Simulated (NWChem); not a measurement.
Molecule: NbH3O4; SMILES [Nb](=[O])([OH])([OH])[OH]

```xyz
8

Nb     0.0000     0.0000    -0.0523
O      0.0000     0.0000     1.6452
O     -0.7417     1.6351    -0.6633
H     -1.0894     2.4018    -0.1992
O     -1.0452    -1.4598    -0.6633
H     -1.5353    -2.1444    -0.1992
O      1.7869    -0.1753    -0.6633
H      2.6248    -0.2575    -0.1992
```
Atoms are numbered in this order, from 1.

Computed with NWChem. Coordinates come from a PBE0/def2-SVP optimisation. No frequency run checked for a minimum. def2 effective core potentials on Nb; no spin-orbit coupling. Ions are spin-unrestricted doublets at the neutral geometry; other ion states weren't tried.

What does the run give for PBE/def2-SVP? Quantities: −ε(HOMO) (eV).


| Quantity | Result |
|---|---|
| −ε(HOMO) (eV) | 7.33 |
